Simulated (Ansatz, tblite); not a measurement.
Adding an electron: the cluster CdCl₂⁺. The state is a doublet with charge 1. Geometry: r2SCAN-D4/def2-TZVP. Ansatz, gas phase; energy differences of separate SCF runs; the reduced species is a singlet (the triplet lies 4.86 eV higher at PBE0-D4/def2-TZVP).

Cartesian coordinates in Å:
```
Cd 0.0007 0.0000 0.0012
Cl -1.7803 0.9947 1.0494
Cl 1.7796 -0.9947 -1.0506
```

In the def2 sets Cd takes a core potential; there is no spin–orbit coupling. The xTB rows come from tblite. HOMO above LUMO, or a gap near zero within one spin, warns that the state may not be the lowest or that an electron is smeared out. The structure comes from a short search, and lower isomers may exist.

Question: Estimate orbital energies and vertical electron affinities at: GFN1-xTB; GFN2-xTB; PBE-D4/def2-TZVP; r2SCAN-D4/def2-TZVP; PBE0-D4/def2-TZVP.

Answer: 
| level | −HOMO (eV) | −LUMO (eV) | vertical EA (eV) | HOMO–LUMO gap (eV) | remarks |
| --- | --- | --- | --- | --- | --- |
| GFN1-xTB | – | – | 14.79 | – | – |
| GFN2-xTB | – | – | 14.83 | – | – |
| PBE-D4/def2-TZVP | 13.68 | 13.62 | 10.57 | 0.06 | gap within one spin near zero (+1 doublet) |
| r2SCAN-D4/def2-TZVP | 14.00 | 13.67 | 10.78 | 0.33 | – |
| PBE0-D4/def2-TZVP | 14.31 | 13.12 | 11.01 | 1.19 | – |

  HOMO and LUMO are the levels of the spin that leaves or enters (xTB has no such levels and no spin-polarisation term). Other spin states of the ions may lie lower, which would lower the ionisation energy or raise the affinity. Raw xTB energy differences between charge states are shifted by several eV; the methods need an empirical correction for them.
